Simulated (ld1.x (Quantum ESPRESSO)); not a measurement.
## tin (Sn): one change to a TM potential, before and after

tin (Sn), norm-conserving Troullier–Martins (Kleinman–Bylander form), made with ld1.x (Quantum ESPRESSO) 7.5 (PBE, scalar-relativistic). Core [Kr], reference 4d10 5s1.75 5p2.25. Waves: 5p (bound): rc 2.55 bohr; 4d (bound): rc 0.90 bohr; 4f channel at 0.05 Ry: rc 2.40 bohr; 5s (bound): rc 1.60 bohr. Local part: the s channel. Core correction: Bessel-smoothed model core inside 0.55 bohr.

All-electron outer shells of the reference configuration (PBE, scalar-relativistic, ld1.x):

```tsv
shell	level (eV)	outermost node (bohr)	outermost maximum (bohr)
4s	-134.33	0.40	0.74
4p	-90.10	0.41	0.79
4d	-26.22	0.39	0.88
5s	-10.77	0.98	2.01
5p	-3.86	1.09	2.55
```

Change: wave 4d (bound): rc 0.90 bohr becomes 4d (bound): rc 1.24 bohr.

Cutoffs: the cutoffs (Ry, on a coarse ladder) from which the occupation-weighted sum of valence levels, in a spherical-Bessel basis at the reference potential, stays within 10 and 1 mRy of its value at 400 Ry; they do not see the model core or the augmentation charge, which bear on the density cutoff. Errors are all-electron minus pseudo energies relative to the spin-unpolarised reference configuration.

What does the change do?

The potential gets softer (160 Ry and 300 Ry → 100 Ry and 160 Ry); the number of tests with a reliable result goes from 6 to 7; the errors of the 6 common tests hardly move; neither file shows a bound ghost. A larger radius leaves more room for a smooth pseudo-wave, so fewer plane waves are needed.

```csv
quantity,base,changed
"cutoff, loose",160 Ry,100 Ry
"cutoff, tight",300 Ry,160 Ry
loose cutoff by channel (10 mRy a level),"p 8 Ry, d 100 Ry, s 30 Ry","p 8 Ry, d 80 Ry, s 30 Ry"
bound ghosts,none,none
tests with a reliable result,6 of 7,7 of 7
"error for 4d10 5s2 5p1, meV [ΔE 5.15 eV]",-2.4,-2.4
"error for 4d10 5s2 5p0, meV [ΔE 19.11 eV]",-9.4,-9.4
"error for 4d10 5s2 5p2.3, meV [ΔE -2.57 eV]",+0.5,+0.5
"error for 4d10 5s1 5p0, meV [ΔE 50.08 eV]",-17,-16
"error for 4d9 5s2 5p3, meV [ΔE 22.74 eV]",-299,-299
"error for 4d10 5s1 5p3, meV [ΔE 5.26 eV]",-1.5,-1.5
s: phases at 2.74 bohr within 0.05 rad from the reference energy up to (Ry; the scan ends near 5),1.4,1.4
p: phases at 2.74 bohr within 0.05 rad from the reference energy up to (Ry; the scan ends near 5),3.8,3.8
d: phases at 2.74 bohr within 0.05 rad from the reference energy up to (Ry; the scan ends near 5),0.3,0.3
f: phases at 2.74 bohr within 0.05 rad from the reference energy up to (Ry; the scan ends near 5),1.4,1.4
```
